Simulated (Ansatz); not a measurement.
Reaction (redistribution): `N[SiH](Cl)Cl` + `F[SiH2]N[SiH3]` → `[SiH3]N[SiH](Cl)Cl` + `N[SiH2]F`

Isolated molecules relaxed with PBE0-D4/def2-TZVP in Ansatz; ΔE leaves out vibrations. CCSD(T)/CBS is the MP2 limit (def2-TZVPP, def2-QZVPP) plus CCSD(T) − MP2 in def2-TZVPP, frozen cores. This one scheme is used for every species. DFT in def2-TZVPP. Each species was taken in one conformer, which may not be the lowest.

```tsv
level	ΔE (kJ/mol)
B2PLYP	-1.9
PBE	-1.3
PBE0	-1.3
r2SCAN0	-1.1
```

(1) What does CCSD(T)/CBS give? (Estimate.)

Largest T1 diagnostic among the species: 0.011.

Results:

(1) Computed: -2.2 kJ/mol. The listed levels differ from it by 0.3, 0.9, 0.9, 1.1 kJ/mol.

Leaving LDA and LC-ωPBE aside and taking each functional with its dispersion term where it has one, the values, not all of them listed here, spread over 1.6 kJ/mol, from BLYP-D4 to B97M-V.
